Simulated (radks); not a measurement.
Values are calculated unless marked as measured or tabulated.
Numerical settings for the boron ion B+, [He] 2s2. Level of theory: scalar-relativistic Kohn-Sham, PBEsol, spin-polarised, spherical densities, finite nucleus; Fermi nuclear charge, rms radius 2.406 fm (a radial shooting solver on a logarithmic mesh with Libxc functionals). The defaults (mesh step 0.008 in ln r, mesh end at 40 bohr or more with all orbitals vanishing there, Anderson mixing 0.5 over 9 steps, residual threshold near 1e-9 with the energy settled to 1e-9 hartree or 1e-11 of itself, here a cap of 51 iterations) give E = -24.1706 hartree and 2s at -19.378 eV in 12 iterations. Run on one thread of a shared host, so times are rough (Intel(R) Xeon(R) Platinum 8559C): 0.04 s of CPU time, 0.04 s wall, 12 iterations on 2189 mesh points. Changes against that run (0 stands for a change within the tolerance of the run):

\begin{tabular}{lrrrrr}
setting & iterations & converged & E (mhartree) & e(2s) (meV) & CPU (s) \\ \hline
mesh step in ln r 0.05 & 12 & yes & -0.000207 & -0.00331 & 0.01 \\
mesh step in ln r 0.005 & 15 & yes & 0 & 0 & 0.08 \\
mesh step in ln r 0.012 & 12 & yes & 0 & 0 & 0.03 \\
mesh end (bohr) 2 & 13 & level above zero & +1.72e+03 & +3.06e+04 & 0.04 \\
mesh end (bohr) 8 & 12 & yes & +0.0122 & +1.02 & 0.05 \\
residual threshold 0.01 & 7 & yes & 0 & -0.113 & 0.03 \\
residual threshold 1e-16 & 51 & no & 0 & 0 & 0.16 \\
mixing 0.05 & 15 & yes & 0 & 0 & 0.05 \\
linear mixing, mixing 0.8 & 15 & yes & 0 & 0 & 0.05 \\
linear mixing, mixing 0.5 & 30 & yes & 0 & 0 & 0.09 \\
mixing history 2 & 16 & yes & 0 & 0 & 0.05 \\
iteration cap 3 & 3 & no & +0.0265 & -114 & 0.01 \\
\end{tabular}

Settled on a wrong energy, with an occupied level pushed above zero by the early mesh end: mesh end (bohr) 2 (+1.72 hartree). Apart from these: no run marked as converged misses the energy by more than 1 mhartree. A mesh that ends early acts as a hard wall.
